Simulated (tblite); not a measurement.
Species: C5H12BNO2.
Atom-mapped SMILES: `[CH3:1][CH2:2][B:3]([NH:4][C:5]([CH3:6])=[O:7])[O:8][CH3:9]` (hydrogens: H10, H11, H12 on C1; H13, H14 on C2; H15 on N4; H16, H17, H18 on C6; H19, H20, H21 on C9)

Computed with GFN2-xTB (tblite), gas phase: L-BFGS steps from a force-field or distance-geometry start until the largest atomic force falls under 0.01 eV/Å.

Geometry at step 56:
```
atom  x, y, z in Å
C1     -2.6964   -0.8256   -0.4545
C2     -1.5689   -0.8432    0.5989
B3     -0.5182    0.3342    0.3946
N4      0.9038    0.0513    0.3058
C5      1.4900   -1.0785   -0.1928
C6      2.9909   -1.1466    0.0113
O7      0.8756   -1.9394   -0.7796
O8     -0.9453    1.6016    0.3034
C9     -0.1833    2.6968   -0.1402
H10    -3.6684   -0.7504    0.0268
H11    -2.5841    0.0141   -1.1374
H12    -2.6721   -1.7376   -1.0439
H13    -1.0654   -1.8086    0.5602
H14    -2.0083   -0.7599    1.5962
H15     1.5530    0.7817    0.5543
H16     3.4662   -1.4634   -0.9146
H17     3.1919   -1.9003    0.7687
H18     3.4067   -0.1977    0.3388
H19    -0.7759    3.2487   -0.8752
H20     0.7469    2.3796   -0.6179
H21     0.0522    3.3602    0.6964
```

Question: What forces act on the atoms?

Answer: 
```tsv
atom	Fx (eV/Å)	Fy (eV/Å)	Fz (eV/Å)
C1	-0.034	-0.022	0.027
C2	-0.012	0.058	0.038
B3	0.010	0.065	-0.056
N4	0.047	-0.097	-0.097
C5	0.026	-0.045	-0.203
C6	0.011	-0.011	-0.017
O7	0.127	-0.029	0.162
O8	-0.142	0.018	-0.057
C9	0.039	0.022	0.014
H10	-0.010	0.008	-0.081
H11	-0.052	-0.026	0.076
H12	-0.021	0.014	-0.008
H13	-0.035	0.081	0.042
H14	-0.001	0.001	-0.044
H15	0.026	0.044	0.100
H16	-0.002	-0.007	0.044
H17	0.035	-0.044	0.008
H18	0.041	-0.012	-0.025
H19	-0.031	-0.017	0.076
H20	0.020	0.025	-0.037
H21	-0.040	-0.026	0.037
```

The largest, 0.21 eV/Å, acts on C5 (O7 within 3 % of it); the rms over all components is 0.058 eV/Å. The forces sum to zero within rounding, as they must for an isolated molecule in no field.

Question: Give the force on C5 in Eh/bohr and in nN.

Answer: 0.210 eV/Å ÷ 51.422 = 0.00408 Eh/bohr, and 0.210 eV/Å × 1.602 = 0.34 nN.

Question: How far is this geometry from the end of the optimisation?

Answer: 0.297 eV above it, and 0.888 Å rms away after alignment. The bonds farthest from their final lengths, with half the difference of the two atoms' forces along the bond (positive lengthens):

```csv
bond,now (Å),final (Å),force along bond (eV/Å)
C1–C2,1.543,1.528,+0.01
N4–C5,1.367,1.372,-0.01
C2–B3,1.591,1.587,+0.02
C5=O7,1.210,1.206,-0.12
B3–O8,1.341,1.344,0.00
N4–H15,1.008,1.011,+0.07
```

The angle farthest from its final value is C5–C6–H18, 112.3° against 109.8°.

What follows is the cost of the whole relaxation. The run took 3.2 s wall on an Arm Neoverse N1 with one thread (shared host).
